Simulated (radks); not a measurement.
Species: W VII. Configuration: [Xe] 4f14.

Calculated with a radial shooting solver on a logarithmic mesh with Libxc functionals: non-relativistic Kohn-Sham, TPSS, spin-polarised, spherical densities, point nucleus; meta-GGA in the generalised Kohn-Sham scheme; relativity is left out, which matters for an element this heavy.

Energy parts (eV):
part                      energy
total                 -415886.61
kinetic                415782.71
electron-nucleus      -985151.85
Hartree                161756.39
exchange-correlation    -8273.86

Orbitals (lengths in bohr, moments of r in powers of bohr):
[
 {"orbital": "1s", "occ.": "2", "eigenvalue (eV)": "-63870.28", "<r^2>": "0.0005597", "<r>": "0.02047", "<r^4>": "7.897e-07"},
 {"orbital": "2s", "occ.": "2", "eigenvalue (eV)": "-10561.65", "<r^2>": "0.008762", "<r>": "0.08646", "<r^4>": "0.0001289"},
 {"orbital": "2p", "occ.": "6", "eigenvalue (eV)": "-10123.27", "<r^2>": "0.006482", "<r>": "0.07316", "<r^4>": "0.00008120"},
 {"orbital": "3s", "occ.": "2", "eigenvalue (eV)": "-2471.902", "<r^2>": "0.05489", "<r>": "0.2195", "<r^4>": "0.004491"},
 {"orbital": "3p", "occ.": "6", "eigenvalue (eV)": "-2269.087", "<r^2>": "0.05081", "<r>": "0.2097", "<r^4>": "0.004014"},
 {"orbital": "3d", "occ.": "10", "eigenvalue (eV)": "-1892.482", "<r^2>": "0.03955", "<r>": "0.1840", "<r^4>": "0.002734"},
 {"orbital": "4s", "occ.": "2", "eigenvalue (eV)": "-557.4831", "<r^2>": "0.2702", "<r>": "0.4896", "<r^4>": "0.1056"},
 {"orbital": "4p", "occ.": "6", "eigenvalue (eV)": "-472.6043", "<r^2>": "0.2804", "<r>": "0.4969", "<r^4>": "0.1169"},
 {"orbital": "4d", "occ.": "10", "eigenvalue (eV)": "-318.4179", "<r^2>": "0.3052", "<r>": "0.5136", "<r^4>": "0.1496"},
 {"orbital": "4f", "occ.": "14", "eigenvalue (eV)": "-117.6298", "<r^2>": "0.4194", "<r>": "0.5829", "<r^4>": "0.3834"},
 {"orbital": "5s", "occ.": "2", "eigenvalue (eV)": "-138.7574", "<r^2>": "1.439", "<r>": "1.136", "<r^4>": "2.954"},
 {"orbital": "5p", "occ.": "6", "eigenvalue (eV)": "-113.0184", "<r^2>": "1.690", "<r>": "1.228", "<r^4>": "4.152"}
]

The highest occupied level is 5p at -113.02 eV. Summed over all electrons, <r^2> = 25.03 bohr^2, which gives a Langevin (diamagnetic) susceptibility term of -19.8 x 10^-6 cm^3/mol. For comparison, the ionisation energy in NIST's Atomic Spectra Database is 122.0 eV (semi-empirical). In exact Kohn-Sham theory the highest level is minus the ionisation energy, but local and semilocal functionals leave it too shallow, through self-interaction and a potential that decays too fast; potentials with the right tail come closer. The density falls to 0.001 e/bohr^3 at r = 2.66 bohr.
